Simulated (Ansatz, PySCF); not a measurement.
MgF2, SMILES [F][Mg][F].

Coordinates come from a ωB97X-D3(BJ)/def2-TZVP optimisation. The isomer is the one that the SMILES or the coordinates give; other isomers of the formula were not compared.

Vertical ionisation energy (IE) and electron affinity (EA) in eV. Rows of orbital energies are one-electron estimates. Where ΔSCF, EOM or ADC give a negative EA the extra electron is unbound and the value depends on the basis.

| level | IE | EA |
|---|---|---|
| −ε(HOMO), −ε(LUMO), PBE0/def2-TZVPD (PySCF) | 10.28 | 1.77 |
| −ε(HOMO), −ε(LUMO), PBE/def2-TZVPD (PySCF) | (withheld) | (withheld) |
| ΔSCF, PBE0/def2-TZVPD (Ansatz), final states of multiplicity 2 and 2 | 12.89 | 0.34 |
| ΔSCF, PBE/def2-TZVPD (Ansatz), final states of multiplicity 2 and 2 | 12.33 | 0.43 |

Q: Some entries are withheld; supply them. (The exact figures need the calculation; the answer reports its results.)

A: 
- −ε(HOMO), −ε(LUMO), PBE/def2-TZVPD (PySCF), IE: 8.35
- −ε(HOMO), −ε(LUMO), PBE/def2-TZVPD (PySCF), EA: 2.54

Q: What vertical singlet–triplet gap does ΔSCF give with PBE0/def2-TZVPD (Ansatz, a first-principles code) and with PBE/def2-TZVPD (Ansatz)? (An estimate is asked for; the answer gives what the named calculation found.)

A: 6.72 and 6.08 eV (triplet above singlet where positive).
